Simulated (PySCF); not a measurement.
Run record: geometry optimisation, `C[SiH2][Si@H](F)P`.

Computed with PBE0-D3(BJ)/def2-SVP geometry optimisation, gas phase (PySCF 2.14.0). Start geometry: GFN2-xTB. The input is one job of a driver script: a line of settings, then coordinates in Å.

Command:
```bash
OMP_NUM_THREADS=1 python probes_run.py task.json out
```

Input:
```
{"job": {"xc": "PBE0", "basis": "def2-SVP", "d3": "d3bj", "grid": 1, "shake": 0.01, "kind": "geom"}, "charge": 0, "multiplicity": 1}
C      1.982830     0.286620     0.322220
Si     0.699560    -0.109680    -1.047090
Si    -1.277410    -0.900630    -0.082570
F     -2.148220    -1.412050    -1.306920
P     -2.589990     0.508180     1.050160
H      1.558910     1.040750     1.021060
H      2.877510     0.735220    -0.103320
H      2.263920    -0.566010     0.876940
H      1.304140    -1.086950    -1.933030
H      0.470530     1.112740    -1.827560
H     -1.194620    -2.108960     0.762710
H     -1.602860     0.849410     1.988020
H     -2.338470     1.634480     0.269060
```

Output:
```
step   0  E = -1062.24492995  max force = 0.032489
step   1  E = -1062.25376960  max force = 0.009784
step   2  E = -1062.25419487  max force = 0.004522
step   3  E = -1062.25430588  max force = 0.001046
step   4  E = -1062.25434990  max force = 0.001391
step   5  E = -1062.25439532  max force = 0.002058
step   6  E = -1062.25442117  max force = 0.001387
step   7  E = -1062.25445085  max force = 0.000602
step   8  E = -1062.25447783  max force = 0.001030
step   9  E = -1062.25449626  max force = 0.001040
step  10  E = -1062.25450190  max force = 0.000430
optimisation converged
```

Energies in Eh; «max force» is the largest Cartesian gradient component in Eh/bohr.

How much energy does the optimisation release, in eV?

E(step 0) − E(last step) = 0.009572 Eh, which is 0.260 eV.

Give the first gradient maximum in eV/Å.

With 1 Eh/bohr = 51.422 eV/Å, 1.671 eV/Å.

In short: final energy -1062.25450 Eh after 10 steps; dipole 2.77 D.

Where do the atoms end?

0.246 Å rms from the input after alignment:
```
atom  x, y, z in Å
C1     1.7732    0.4876    0.4331
Si2    0.7445   -0.0907   -1.0371
Si3   -1.2593   -1.0169   -0.2553
F4    -2.1795   -1.4690   -1.5303
P5    -2.4660    0.4310    0.9977
H6     1.2216    1.2336    1.0253
H7     2.7118    0.9486    0.0897
H8     2.0290   -0.3554    1.0926
H9     1.5055   -1.0844   -1.8579
H10    0.3880    1.0700   -1.9136
H11   -1.0429   -2.2255    0.5989
H12   -1.4483    0.4512    2.0042
H13   -1.9704    1.6023    0.3443
```

How long does this job take on one thread, Arm Neoverse V2 (aarch64), on a shared host? And the peak memory of the process?

About 59 s, with 0.52 GiB resident at the peak, the Python interpreter and its libraries included.
Labels such as C1 count atoms from 1, the log's own numbers from 0.
